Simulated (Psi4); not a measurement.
Cl₃Sn (SMILES [Cl][Sn]([Cl])[Cl]), doublet, geometry from GFN2-xTB (such geometries of metal compounds can be far from the true shape) (the spin is typed, not shown lowest) (core potentials on Sn).

Psi4 was given this input:
```
memory 2 GB

molecule {
0 2
Sn    0.08011881    0.38952516    0.24394853
Cl    2.10920530   -0.59452107   -0.61815509
Cl   -0.99467821   -1.32262552    1.56383984
Cl   -1.35017066    0.77148434   -1.66318043
}

set {
  basis def2-svp
  reference uks
}

energy('cam-b3lyp')
print_variables()
```

Question: What number of basis functions does CAM-B3LYP/def2-SVP run with Psi4 give?

Answer: 80

Question: What is the computed <S^2> (CAM-B3LYP/def2-SVP)?

Answer: 0.758

Question: What is the computed dipole moment (CAM-B3LYP/def2-SVP)?

Answer: 2.56 D

Question: Give the total energy at the level CAM-B3LYP/def2-SVP.

Answer: -1594.587906 Ha

These values belong to the state on which the SCF converged, which isn't shown to be the lowest.
